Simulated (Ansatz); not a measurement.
Consider the ligand exchange at the Sn–Br bond: `C[S][Sn][Br]` + H₂S → `C[S][Sn][SH]` + HBr.

Gas-phase electronic energies from Ansatz, PBE0-D4/def2-TZVP geometries. CCSD(T)/CBS is the MP2 limit (def2-TZVPP, def2-QZVPP) plus CCSD(T) − MP2 in def2-TZVPP, frozen cores. This one scheme is used for every species. DFT in def2-TZVPP. B3LYP here is the variant with VWN-RPA as its local correlation; programs differ in this. def2 core potentials past Kr. For Br, Sn outer-core shells are correlated without core-valence functions, which leaves a few kJ/mol of doubt a bond. Scalar relativity is left out up to krypton. One conformer a species, not always the lowest.

| level | ΔE (kJ/mol) | difference from CCSD(T)/CBS |
| --- | --- | --- |
| PBE-D4 | 44.0 | -2.8 |
| r2SCAN-D4 | 45.3 | -1.5 |
| PBE0-D4 | 45.8 | -1.0 |
| B3LYP-D4 | 48.3 | 1.5 |
| ωB97X-V | 47.6 | 0.8 |
| ωB97M-V | 46.7 | -0.1 |
| B2PLYP | 48.7 | 1.9 |
| PBE | 46.0 | -0.8 |
| r2SCAN | 45.8 | -1.0 |
| PBE0 | 47.5 | 0.7 |
| B3LYP | 51.7 | 4.9 |
| HF/def2-TZVPP | 58.5 | 11.7 |
| MP2/def2-TZVPP | 42.7 | -4.1 |
| SCS-MP2/def2-TZVPP | 44.8 | -2.0 |
| CCSD/def2-TZVPP | 45.0 | -1.8 |
| CCSD(T)/def2-TZVPP | 42.7 | -4.1 |
| HF/def2-QZVPP | 58.3 | 11.5 |
| MP2/def2-QZVPP | 44.9 | -1.9 |
| SCS-MP2/def2-QZVPP | 46.6 | -0.2 |
| HF/CBS(def2) | 58.3 | 11.5 |
| MP2/CBS(def2) | 46.7 | -0.1 |
| CCSD/CBS(def2) | 49.1 | 2.3 |
| CCSD(T)/CBS | 46.8 | 0 |

Largest T1 diagnostic among the species: 0.016.

In def2-TZVPP, CCSD(T) changes the Hartree–Fock value by −15.7 kJ/mol (the triples alone add −2.3 kJ/mol) and MP2 by −15.8 kJ/mol. The D4 term adds −3.3 kJ/mol with B3LYP and −1.7 kJ/mol with PBE0; it sums over pairs of atoms, weighted by their polarisabilities, and B3LYP, whose exchange is more repulsive, gets the larger term.

CCSD(T)/CBS has its own doubt, a few kJ/mol and more with outer-core shells, so smaller differences from it don't rank the levels.
